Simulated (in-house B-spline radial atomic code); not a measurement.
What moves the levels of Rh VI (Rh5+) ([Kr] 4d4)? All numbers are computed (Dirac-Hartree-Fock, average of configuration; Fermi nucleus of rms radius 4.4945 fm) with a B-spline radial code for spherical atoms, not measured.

Baseline run (computed): total energy -4776.7437 hartree, 1s1/2 at -861.1687 hartree, 4d5/2 at -78.621 eV with <r> = 1.26 bohr.

Scaling the speed of light c (a factor of 100 is close to the non-relativistic limit):

```json
{"c/c0": "0.9", "ΔE (hartree)": "-24.313", "4d5/2 level (eV)": "-78.3736", "4d5/2 <r> (bohr)": "1.263"}
{"c/c0": "0.98", "ΔE (hartree)": "-4.2269", "4d5/2 level (eV)": "-78.5777", "4d5/2 <r> (bohr)": "1.261"}
{"c/c0": "1.02", "ΔE (hartree)": "3.9629", "4d5/2 level (eV)": "-78.662", "4d5/2 <r> (bohr)": "1.26"}
{"c/c0": "3", "ΔE (hartree)": "86.646", "4d5/2 level (eV)": "-79.5485", "4d5/2 <r> (bohr)": "1.25"}
{"c/c0": "100", "ΔE (hartree)": "96.909", "4d5/2 level (eV)": "-79.6635", "4d5/2 <r> (bohr)": "1.249"}
```

Changing the nucleus:

```csv
nucleus,ΔE (eV)
Gaussian nucleus of rms radius 4.4945 fm,-0.00619
uniform spherical nucleus of rms radius 4.4945 fm,0.00254
Gaussian nucleus of rms radius 0.01 fm,-2.31
Fermi nucleus of rms radius 4.4046 fm,-0.0864
Fermi nucleus of rms radius 4.5844 fm,0.088
```

A larger nucleus binds the electrons less, roughly as the density at the nucleus times the change of the nuclear <r²>. At equal rms radius the shape enters only through higher moments. A radius of 0.01 fm is nearly a point.

Q: The nuclear charge is raised by 0.1. What does the Hellmann-Feynman theorem predict for the energy, and what is found?

A: dE/dZ ≈ -Σ<1/r>, which is -254.686 at the start and -255.438 at the end; their mean times 0.1 is -25.506 hartree, and the two runs differ by -25.506 hartree.
